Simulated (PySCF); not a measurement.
**Ionising SbF**

PBE0; basis Sb def2-SVPD with ECP28, F def2-SVPD; scalar-relativistic core potentials; PySCF 2.14. Neutral (UKS): triplet (π ↑↑), Re = 1.966 Å, ωe = 594 cm⁻¹, De = 3.99 eV, HOMO -6.52 eV, LUMO -2.90 eV.

SbF⁻ (UKS): doublet (π ↑), Re = 2.069 Å, ωe = 467 cm⁻¹, De = 1.50 eV to Sb + F⁻. The energies at the minima are -339.92479 hartree for SbF and -339.95669 for SbF⁻.

Question: Work out the adiabatic electron affinity, without and with harmonic zero-point energies (1 hartree = 27.2114 eV, 1 eV = 8065.5 cm⁻¹), and the change of the bond length.

Answer: At PBE0: 0.03190 hartree = 0.868 eV between the minima; the zero-point term (594.0 − 467.0)/2 cm⁻¹ = +0.008 eV makes it 0.876 eV. Re changes by +10.3 pm against the neutral. The electron enters a π orbital, and the longer bond of the ion fits an antibonding orbital, or a change in how ionic the bond is.

Spin–orbit coupling is left out, which matters for elements this heavy, above all for dissociation energies. For an ion De counts to the pair picked by the measured ionisation energies or electron affinities, which need not be the lowest pair at this level. The highest Kohn–Sham level is positive in this anion. Much of that is self-interaction error, but it also means that the finite basis helps to hold the extra electron. States were picked by a PBE0 search and need not be the measured ground states.
